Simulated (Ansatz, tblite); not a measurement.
Forces on the cluster Au₄⁻ at its PBE0-D4/def2-SVPD geometry. Charge -1, multiplicity 2.

In the def2 sets Au takes a core potential; there is no spin–orbit coupling. The xTB rows come from tblite. The structure comes from a short search, and lower isomers may exist.

GFN1-xTB (tblite), largest force 0.40 eV/Å:

```xyz
4
positions Å, forces eV/Å
Au   -0.288    0.061   -1.294   -0.184    0.156   -0.114
Au    1.375   -0.720    3.577   -0.184    0.119   -0.340
Au   -1.391    0.737   -3.565    0.187   -0.124    0.329
Au    0.304   -0.077    1.281    0.181   -0.152    0.124
```

GFN2-xTB (tblite), largest force 0.32 eV/Å:

```
Au 0.121 -0.068 0.289
Au 0.029 -0.023 0.024
Au -0.030 0.024 -0.026
Au -0.120 0.067 -0.287
```

PBE0-D4/def2-TZVPD (Ansatz), largest force 0.13 eV/Å:

```
Au -0.018 0.022 0.029
Au -0.052 0.030 -0.115
Au 0.053 -0.032 0.109
Au 0.017 -0.021 -0.023
```
